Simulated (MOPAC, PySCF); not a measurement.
C2H3NO, SMILES `C(O)=C=N`, neutral singlet in the gas phase. 

Cartesian coordinates (Å):
```xyz
7

N      1.5083     0.8061     0.6009
C      0.5406     0.1039     0.3139
C     -0.5869    -0.5422     0.1451
O     -1.5813    -0.2094    -0.7558
H      2.3575     0.5977     0.0689
H     -0.7896    -1.4497     0.6935
H     -1.4486     0.6936    -1.0665
```
Charge 0, spin multiplicity 1.

All levels are single points at this geometry (B3LYP-D3(BJ)/def2-TZVP); Pople sets use spherical d functions. Orbital energies aren't observables, and empty levels follow the basis.

```tsv
level	HOMO (eV)	LUMO (eV)	gap (eV)	dipole (D)	vertical IE, Delta-SCF (eV)
B3LYP-D3(BJ)/def2-TZVP in PySCF	-5.99	-1.16	4.83	1.30	–
BP86/6-31G* in PySCF	-4.60	-1.64	2.96	1.35	–
PBE/6-31G* in PySCF	-4.48	-1.54	2.94	1.35	8.15
HF/3-21G in PySCF	-8.74	3.85	12.59	1.70	–
HF/6-31G* in PySCF	-8.92	3.74	12.66	1.46	–
PM3 in MOPAC	-8.79	0.67	9.46	1.17	–
```
